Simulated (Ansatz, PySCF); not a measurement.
Caution: the highest occupied level lies above zero, so the state may not be bound. Caution: the restricted solution is unstable towards spin-unrestricted or complex orbitals, so a lower solution exists and this singlet may not be the ground state. This singlet is an excited state, 0.26 eV above the relaxed triplet at the level frozen-core CCSD(T)/aug-cc-pVTZ // PBE0-D3(BJ)/def2-TZVPD (Ansatz, an electronic-structure program).

H4BSi, SMILES `[SiH3][BH-]` (excited singlet) (charge -1, multiplicity 1)

The numbers are results of PBE-D3(BJ)/def2-TZVPD // PBE0-D3(BJ)/def2-TZVPD (PySCF), not measurements.

The HOMO is 1.45 eV and the total energy comes out as -8611.44 eV. The cost is roughly 12 core-seconds.

```xyz
6

B      1.4318    -0.7543     0.0058
Si    -0.4324     0.0198    -0.0897
H      2.2439     0.1678     0.0658
H     -1.4555    -0.8546    -0.7724
H     -0.9072     1.4028    -0.5668
H     -0.8806     0.0186     1.3573
```
Charge -1, spin multiplicity 1.
